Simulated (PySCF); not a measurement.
Energy profile

The step: SnH₄ + H₂O → SnH₄O ([OH][SnH3]) + H₂; bonds formed: Sn1–O7, H2–H6; bonds broken: Sn1–H2, H6–O7 (atoms numbered as in the saddle structure below).

```
atom    x (Å)    y (Å)    z (Å)
 Sn1  -0.6332   0.1365  -0.5182
  H2  -0.0976   0.7949   1.4050
  H3  -0.2201  -0.8172  -1.8902
  H4  -2.1408  -0.3757   0.0771
  H5  -0.5104   1.7714  -0.9896
  H6   0.6569   0.0771   1.2276
  O7   1.0256  -0.8072   0.5252
  H8   1.9196  -0.7796   0.1631
```

Electronic energies by CCSD(T) at an estimated basis limit (MP2 extrapolated from triple and quadruple zeta, plus CCSD(T) − MP2 in triple zeta), on PBE0-D4/def2-TZVP structures; SnH₆O, singlet; no counterpoise correction. PySCF 2.14 with density fitting (its default auxiliary sets; JK sets also for MP2 and CCSD(T)); basis: def2-TZVPP and def2-QZVPP; cores frozen in the correlated methods. Filled d shells of the heavier atoms are correlated. Core potentials replace the inner electrons of the atoms past krypton. The def2 sets are not built for correlating such inner shells, so the correlated values are less sure here. Extrapolation: Hartree–Fock as exp(−7.88 √X), correlation as X^−2.97.

**Question.** Give the profile in kJ/mol, counted from the separated reactants. (An estimate is asked for; the value comes from the calculation.)

**Answer.** By the calculation:
```csv
point,kJ/mol
"separated: SnH₄ (Sn1, H2, H3, H4, H5; singlet) + H₂O (H6, O7, H8; singlet)",0.0
start structure,-9.6
saddle,154.0
end structure,0.6
"separated: SnH₄O (linked as [OH][SnH3]; Sn1, H3, H4, H5, O7, H8; singlet) + H₂ (H2, H6; singlet)",4.6
```

The T1 diagnostic stays at or below 0.015.

For scale, one of the runs: CCSD(T)/def2-TZVPP, 165 basis functions, launched by `OMP_NUM_THREADS=4 python run.py`. The run took 5 min on 4 CPU threads of an Intel Xeon (shared host), with 1.7 GiB of host memory at its peak.
